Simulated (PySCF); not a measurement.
**Threshold energies of RuF in a plasma**

CCSD(T) in PySCF with def2-TZVPPD on every atom (core potentials on Ru), for the lowest determinant that a PBE0 search found; no spin–orbit coupling.

```
species  state (unpaired electrons)  Re (Å)  ωe (cm⁻¹)  energy of the minimum from the neutral (eV)  De (eV)     dissociates to
    RuF     quartet (σ ↑, π ↑, δ ↑)   1.919        544                                         0.00     4.00   Ru (4d7 5s1) + F
   RuF⁺    quintet (σ ↑, π ↑↑, δ ↑)   1.823        712                                         7.78     3.47      Ru⁺ (4d7) + F
   RuF⁻    quintet (σ ↑, π ↑↑, δ ↑)   1.987        487                                        -1.67     2.41  Ru (4d7 5s1) + F⁻
```

**Question.** Work out the lowest energy to break RuF into atoms, from its vibrational ground state.

**Answer.** D0 = De − ωe/2 = 4.00 − 0.03 = 3.97 eV (CCSD(T)/def2-TZVPPD).

**Question.** Work out the ionisation energy of the Ru atom at this level and the threshold of dissociative ionisation.

**Answer.** IE(Ru) = 7.78 + 3.47 − 4.00 = 7.25 eV, so Ru⁺ (4d7) + F + e⁻ appears at D0 + IE(Ru) = 11.22 eV (CCSD(T)/def2-TZVPPD). The measured IE(Ru) is 7.361 eV (NIST ASD).

**Question.** Work out the electron affinity of the F atom and the threshold of dissociative attachment.

**Answer.** EA(F) = 4.00 − 2.41 − (-1.67) = 3.26 eV, so Ru (4d7 5s1) + F⁻ needs D0 − EA(F) = 0.71 eV (CCSD(T)/def2-TZVPPD). The measured EA(F) is 3.401 eV.

**Question.** At which energy does ion-pair formation open?

**Answer.** Ru⁺ + F⁻ lies at D0 + IE(Ru) − EA(F) = 7.96 eV (CCSD(T)/def2-TZVPPD).

These are thermodynamic thresholds; the onsets seen under electron impact lie higher where the geometry changes, and cross-sections peak well above them.

Correlated steps freeze 1 core orbital. UHF and ROHF references stand side by side, which adds small steps between rows. These are scalar-relativistic numbers at best; spin–orbit coupling would shift them, the dissociation energy most. For an ion De counts to the pair picked by the measured ionisation energies or electron affinities, which need not be the lowest pair at this level. The CCSD T1 diagnostic is raised in RuF⁻, a sign that a single reference may not be enough there. With d or f electrons several states lie close, and the lowest PBE0 determinant need not be the measured ground state.
